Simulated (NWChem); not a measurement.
Species: MgSiH4; SMILES [MgH][SiH3]

Program: NWChem. Pople sets run with spherical d functions. Each level has its own optimisation; frequencies are unscaled.

| level | r H–Mg (Å) | r Mg–Si (Å) | r H–Si (Å) | highest harmonic frequency (cm⁻¹) | lowest (cm⁻¹) | zero-point energy (kcal/mol) | dipole (D) |
|---|---|---|---|---|---|---|---|
| LDA (Slater exchange, VWN5)/def2-SVP | 1.709 | 2.559 | 1.513 | 2128 | 287 | 17.5 | 0.48 |
| Hartree-Fock/6-31G* | 1.722 | 2.615 | 1.486 | 2312 | 295 | 19.2 | 0.61 |
| Hartree-Fock/3-21G | 1.727 | 2.612 | ? | ? | ? | ? | ? |
| PBE-D3(BJ)/def2-SVP | 1.715 | 2.592 | 1.514 | 2120 | 290 | 17.5 | 0.54 |

Problem. What belongs in the gaps?

Solution. 
- Hartree-Fock/3-21G, r H–Si (Å): 1.499
- Hartree-Fock/3-21G, highest harmonic frequency (cm⁻¹): 2216
- Hartree-Fock/3-21G, lowest (cm⁻¹): 311
- Hartree-Fock/3-21G, zero-point energy (kcal/mol): 18.7
- Hartree-Fock/3-21G, dipole (D): 0.87
